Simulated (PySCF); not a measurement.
C6H5O3 (doublet state).
SMILES with atom numbers: `[O:1]=[c:2]1[cH:3][cH:4][o:5][c:6]([CH:7][OH:8])[cH:9]1` (hydrogens: H10 on C3; H11 on C4; H12 on C7; H13 on O8; H14 on C9)

Structure used (GFN2-xTB), in Å, numbered top down from 1:
```
atom  x, y, z in Å
O1     1.6803    2.3623   -0.0813
C2     1.2254    1.2262   -0.0507
C3     2.0582    0.0157   -0.0362
C4     1.4995   -1.1987   -0.0023
O5     0.1783   -1.4433    0.0256
C6    -0.6730   -0.3693    0.0162
C7    -2.0160   -0.7223    0.0534
O8    -3.0469    0.1267    0.0556
C9    -0.1848    0.9319   -0.0261
H10    3.1282    0.1342   -0.0553
H11    2.0641   -2.1214    0.0060
H12   -2.3075   -1.7597    0.0861
H13   -2.7430    1.0456    0.0289
H14   -0.8635    1.7715   -0.0421
```

The hyperfine couplings belong to this conformer and change with its torsions.

Level of theory: UKS B3LYP, pcH-1 on C H O, non-relativistic, mean-field spin-orbit, GIAO in PySCF 2.14.0. Isolated species at its GFN2-xTB geometry (one conformer only). The geometry wasn't refined by DFT: couplings that depend on bond lengths, twists or pyramidal angles can differ widely from those at the functional's own minimum. No stability test was run, so a lower SCF solution isn't excluded.

The largest Mulliken spin populations are on C7 (+0.57), C9 (+0.43), C6 (-0.14) and O8 (+0.11). The positive populations add up to 1.24 and the negative ones to -0.24, together 2S = 1. The angles at C7 add up to 360.0°, so it is planar; its axial dipolar tensor and the negative coupling of its proton fit spin in a p orbital normal to that plane.

(1) McConnell's relation a(H) = Q·ρ ties the coupling of a proton on a planar π carbon to the spin population of that carbon. What Q do the computed values give?

## Answers

(1) 
```tsv
H	C	ρ(C)	a(H) (G)	a/ρ (G)
H12	C7	+0.566	-15.11	-26.7
H14	C9	+0.427	-9.14	-21.4
```

A least-squares line through the origin gives Q = -24.8 G with Mulliken populations.

Couplings in gauss use g_iso = 2.0037.
